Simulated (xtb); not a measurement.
InH, SMILES [InH] (connectivity only; charge and spin as stated), neutral, multiplicity 1. All values are semi-empirical tight-binding results from xtb (GFN2-xTB unless named), good for trends rather than for accurate numbers. Coordinates come from a GFN2-xTB optimisation.

For metal compounds this method's bond lengths and energies can be far off.

```json
{
 "point_group_as_xtb_finds_it": "C∞v",
 "orbital_gap": "3.87 eV"
}
```
